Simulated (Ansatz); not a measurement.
C2H8N2Si can be A, `NC(N)=C[SiH3]`, or B, `CNC(=N)[SiH3]`.

Isolated molecules relaxed with PBE0-D4/def2-TZVP in Ansatz; ΔE leaves out vibrations. CCSD(T)/CBS is the MP2 limit (def2-TZVPP, def2-QZVPP) plus CCSD(T) − MP2 in def2-TZVPP, frozen cores. DFT in def2-TZVPP. B3LYP here is the variant with VWN-RPA as its local correlation; programs differ in this. One conformer a species, not always the lowest.

Question: Which is lower in electronic energy at CCSD(T)/CBS, and by how much? (Best estimate.)

Answer: Ansatz gave: A, by 7.7 kcal/mol.

Question: Give E(B) − E(A) in kcal/mol with B3LYP, r2SCAN-D4, MP2/def2-TZVPP, B3LYP-D4, PBE0-D4, HF/def2-TZVPP, CCSD(T)/def2-TZVPP. (Best estimate.)

Answer: Ansatz gave: B3LYP 7.1, r2SCAN-D4 8.6, MP2/def2-TZVPP 8.1, B3LYP-D4 7.3, PBE0-D4 9.1, HF/def2-TZVPP 8.7, CCSD(T)/def2-TZVPP 7.1. None reverses the order clearly.

Largest T1 diagnostic: 0.014.

From PBE to PBE0 (25 % exact exchange), in def2-TZVPP and without D4, E(B) − E(A) moves by +1.8 kcal/mol.
